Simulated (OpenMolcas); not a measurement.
# C3H12GaN (SMILES C[Ga-](C)(C)[NH3+]): the HOMO–LUMO gap, rung by rung

The species is C3H12GaN (17 atoms), meant as a singlet with charge 0. SMILES: `C[Ga-](C)(C)[NH3+]`. Geometry: relaxed at PBE0-D4/def2-TZVP.

```xyz
17

C    -0.7247    0.7673   -1.7810
Ga    0.1555   -0.1566   -0.2471
C     2.0271    0.3651    0.2067
C    -0.4223   -2.0189    0.1762
N    -0.8701    0.8764    1.3821
H    -0.3378    0.3828   -2.7293
H    -0.5388    1.8457   -1.7769
H    -1.8075    0.6098   -1.7933
H     2.3287    0.0071    1.1959
H     2.7277   -0.0673   -0.5138
H     2.1733    1.4493    0.1793
H    -0.0829   -2.3434    1.1646
H    -0.0021   -2.7216   -0.5495
H    -1.5097   -2.1345    0.1360
H    -0.5543    0.5317    2.2812
H    -1.8718    0.7340    1.3236
H    -0.6903    1.8731    1.3453
```

Each level gives the HOMO–LUMO gap (eV). The values are calculated.

```csv
level,kind,program,value (eV),CPU time
HF/6-31G* (spherical functions),Hartree–Fock,OpenMolcas,13.17,22 s
SVWN5/6-31G* (spherical functions),LDA,OpenMolcas,5.02,83 s
revPBE/6-31G* (spherical functions),GGA,OpenMolcas,5.13,1.8 min
r2SCAN/6-31G* (spherical functions),meta-GGA,OpenMolcas,6.02,2.2 min
B3LYP/6-31G* (spherical functions),global hybrid,OpenMolcas,6.61,1.7 min
B3LYP/6-31G* (Cartesian functions),global hybrid,OpenMolcas,6.57,1.8 min
B2PLYP/6-31G* (spherical functions),double hybrid,OpenMolcas,9.31,50 s
```

All-electron rows without a relativistic Hamiltonian named are non-relativistic. The values span 5.02 to 13.17 eV. Orbital gaps aren't excitation energies, and those of double hybrids come from the SCF part alone; they tend to grow with the share of exact exchange. CPU times are rough (shared hosts, several kinds of processor): they show what a rung costs within a factor of a few.
